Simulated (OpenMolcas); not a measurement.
## Mo4+: ligand-field states by method

Mo4+ with 6 ligands (fluoride) in octahedral coordination (Oh) at 1.96 Å. A charge of +0.333 e stands 2.4 Å behind each ligand. Ligand basis ANO-RCC-VTZP.
```
Mo    0.0000    0.0000    0.0000
F     1.9600    0.0000    0.0000
F     0.0000    1.9600    0.0000
F    -1.9600    0.0000    0.0000
F     0.0000   -1.9600    0.0000
F     0.0000    0.0000    1.9600
F     0.0000    0.0000   -1.9600
```

```yaml
Program: OpenMolcas 26.06
Basis: ANO-RCC-VTZP [7s6p4d2f1g]
Scalar_Hamiltonian: DKH2, point nucleus
Active_space: 2 electrons in 5 orbitals (4d)
State_averaging: 2S+1 = 3 even, 10 roots; 2S+1 = 1 even, 15 roots
Spin-orbit_coupling: RASSI with atomic mean-field integrals over the reference wave functions
```

I. CASSCF
II. SS-CASPT2, IPEA 0.25 Eh, imaginary shift 0.1 Eh (closed shells correlated: 4s 4p and the ligand valence shells)

Spin-free states (labels of O, the rotations of Oh) in cm-1, each column counted from its own energy of the first state listed:

| State | Degeneracy | I | II |
| --- | --- | --- | --- |
| 3T1 | 3 | 0 | 0 |
| 1T2 | 3 | 10688 | 7490 |
| 1E | 2 | 10783 | 7630 |
| 1A1 | 1 | 24387 | 18230 |
| 3T2 | 3 | 28140 | 28930 |
| 3T1 | 3 | 37411 | 35700 |
| 1T2 | 3 | 39637 | 36930 |
| 1T1 | 3 | 42295 | 38910 |
| 3A2 | 1 | 57855 | 59430 |
| 1E | 2 | 69384 | 66330 |
| 1A1 | 1 | 82317 | 75610 |

From I to II, I's first state of the same spin (3T2) moves from 28140 to 28930 cm-1, by about +790 cm-1.

From I to II, I's first state of another spin (1T2) moves from 10688 to 7490 cm-1, by about -3200 cm-1.

I: A least-squares ligand-field fit to the states below 45000 cm-1, each weighted by its degeneracy and with a free common offset, gives 10Dq = 29412 cm-1, B = 739 cm-1 and C = 2848 cm-1 (C/B = 3.85), with an rms deviation of 161 cm-1. The same method and metal basis give the free ion B = 861 cm-1 (fit to its terms below 60000 cm-1, rms deviation 23 cm-1), so the nephelauxetic ratio is β = 739 / 861 = 0.86; it hangs on how both fits weigh the states, and computed free-ion B values tend to be too large, so β mixes covalency with correlation.

II: A least-squares ligand-field fit to the states below 45000 cm-1, each weighted by its degeneracy and with a free common offset, gives 10Dq = 29830 cm-1, B = 552 cm-1 and C = 1957 cm-1 (C/B = 3.54), with an rms deviation of 232 cm-1. The same method and metal basis give the free ion B = 776 cm-1 (fit to its terms below 60000 cm-1, rms deviation 446 cm-1), so the nephelauxetic ratio is β = 552 / 776 = 0.71; it hangs on how both fits weigh the states, and computed free-ion B values tend to be too large, so β mixes covalency with correlation.

From I to II, 10Dq changes by +1 %, B by -25 % and C by -31 %.

χT at 300 K: I 0.38, II 0.38 cm3 K/mol.

Roots that are degenerate in the reference are averaged as groups; the widest CASPT2 spread within a group is 140 cm-1 (the 3-fold group of multiplicity 3 near 0 cm-1 above the lowest state of its run, II). Shifts and gaps below about the spread of the groups concerned are not significant. Over all roots computed the reference weight is 0.69 to 0.70 in II; a low but even weight reflects the number of correlated electrons. An orbital triplet at a regular site is open to Jahn-Teller coupling, which can distort the site and quench the lowest spin-orbit gaps and is left out. The least metal-like active orbital is 73 % on the metal (Löwdin) and no ligand orbital is active, so the numbers are rough. Ligand-to-metal charge-transfer states are missing. With no ligand orbital active B as a rule stays too high, so bands that hang on it stand too high and its fall with covalency is understated. Without dynamic correlation the repulsion within the d shell is too large (B by tens of per cent), so at a given field states of lower spin stand too high (holds for I). With metal d orbitals alone the field can be off either way by tens of per cent (holds for I). With one d shell and no ligand orbital active, 10Dq can be off by a tenth or more (holds for II). No measured value stands beside these numbers; the geometry was imposed, not optimised, and the real ion may take another.
